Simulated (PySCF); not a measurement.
Electron correlation in Tl (thallium, neutral)

Starting occupation: [Xe] 4f14 5d10 6s2 6p1, 6p1/2 with m_j = +1/2. Calculation: PySCF 2.14, in x2c-TZVPPall-2c with one added diffuse shell each of s, p, d, f type (12s12p10d4f, 126 functions); X2C-1e with screened-nucleus spin-orbit coupling, Gaussian nucleus. Frozen: [Xe] 4f14; 13 electrons correlated; the 54 highest virtual spinors left out.

MP2 pair energies summed by pair of shells (mhartree):

```tsv
pair	energy	share (%)
5d3/2-5d5/2	-114.88	32.2
5d5/2-5d5/2	-82.26	23.1
5d5/2-6s1/2	-50.98	14.3
5d3/2-5d3/2	-33.75	9.5
5d3/2-6s1/2	-32.41	9.1
6s1/2-6s1/2	-14.40	4.0
5d5/2-6p1/2	-10.56	3.0
6p1/2-6s1/2	-10.16	2.9
5d3/2-6p1/2	-6.99	2.0
```

Total MP2 correlation energy: -356.39 mhartree.

The virtual space was cut to 110 spinors, which keep -356.39 of the -356.39 mhartree of MP2 correlation.

| level | correlation energy (mhartree) |
| --- | --- |
| CCSD | -335.65 |
| (T) | -7.67 |
| CCSD(T) | -343.32 |

Diagnostics: T1 = 0.014, largest double amplitude 0.047.

Cost of the coupled-cluster step: 420 s of wall time on 4 threads of Neoverse-V2 (shared host), for 13 occupied and 110 virtual spinors.

Iterations:

```
Init t2, MP2 energy = -0.356385173400031
CCSD nocc = 13, nmo = 123
Init t2, MP2 energy = -0.356385173400031
Init E_corr(GCCSD) = -0.356385173400031
cycle = 1  E_corr(GCCSD) = -0.327165933364179  dE = 0.02921924  norm(t1,t2) = 0.0647568
cycle = 2  E_corr(GCCSD) = -0.33525005928162  dE = -0.00808412592  norm(t1,t2) = 0.0161893
cycle = 3  E_corr(GCCSD) = -0.335042035635217  dE = 0.000208023646  norm(t1,t2) = 0.00696469
cycle = 4  E_corr(GCCSD) = -0.335650177371331  dE = -0.000608141736  norm(t1,t2) = 0.00290476
cycle = 5  E_corr(GCCSD) = -0.335660994884614  dE = -1.08175133e-05  norm(t1,t2) = 0.001906
cycle = 6  E_corr(GCCSD) = -0.335599577614997  dE = 6.14172696e-05  norm(t1,t2) = 0.00142455
cycle = 7  E_corr(GCCSD) = -0.335655140360142  dE = -5.55627451e-05  norm(t1,t2) = 0.000657978
cycle = 8  E_corr(GCCSD) = -0.335651416947821  dE = 3.72341232e-06  norm(t1,t2) = 0.00010737
cycle = 9  E_corr(GCCSD) = -0.335649245764427  dE = 2.17118339e-06  norm(t1,t2) = 3.77771e-05
cycle = 10  E_corr(GCCSD) = -0.335648956618527  dE = 2.89145899e-07  norm(t1,t2) = 8.91857e-06
cycle = 11  E_corr(GCCSD) = -0.335648868256098  dE = 8.83624297e-08  norm(t1,t2) = 3.29424e-06
cycle = 12  E_corr(GCCSD) = -0.335648915317556  dE = -4.7061458e-08  norm(t1,t2) = 8.22741e-07
cycle = 13  E_corr(GCCSD) = -0.335648914053226  dE = 1.26432986e-09  norm(t1,t2) = 2.73657e-07
GCCSD converged
E(GCCSD) = -20265.47776697122  E_corr = -0.3356489140532258
```

This basis was not built for core-valence correlation, so the inner-shell part is incomplete.
